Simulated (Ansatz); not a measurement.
Program: Ansatz. Geometries: PBE0-D4/def2-TZVP. ΔE: electronic, gas phase. CCSD(T)/CBS is the MP2 limit (def2-TZVPP, def2-QZVPP) plus CCSD(T) − MP2 in def2-TZVPP, frozen cores. This one scheme is used for every species. Functionals use def2-TZVPP. def2 core potentials past Kr. For Sn outer-core shells are correlated without core-valence functions, which leaves a few kJ/mol of doubt a bond. Each species was taken in one conformer, which may not be the lowest.

Reaction (formal hydrolysis of the Sn–C bond): `C[CH](C)[Sn][OH]` + H₂O → `[OH][Sn][OH]` + propane

| level | ΔE (kcal/mol) |
| --- | --- |
| PBE-D4 | -28.3 |
| LC-ωPBE | -31.2 |
| CCSD/def2-SVP | -27.9 |
| SCS-MP2/def2-QZVPP | -29.3 |

Task: What does CCSD(T)/CBS give? (An estimate is asked.)

Result: Ansatz gave: -28.0 kcal/mol. The listed levels differ from it by -0.3, -3.2, 0.1, -1.3 kcal/mol.

Largest T1 diagnostic among the species: 0.018.

From PBE to PBE0 (25 % exact exchange), in def2-TZVPP and without D4, ΔE moves by +0.7 kcal/mol. In def2-TZVPP, CCSD(T) changes the Hartree–Fock value by +6.6 kcal/mol (the triples alone add +0.7 kcal/mol) and MP2 by +6.6 kcal/mol. Leaving LDA and LC-ωPBE aside and taking each functional with its dispersion term where it has one, the values, not all of them listed here, spread over 4.6 kcal/mol, from B97M-V to revPBE-D4. LDA lies +2.1 kcal/mol from PBE without D4.
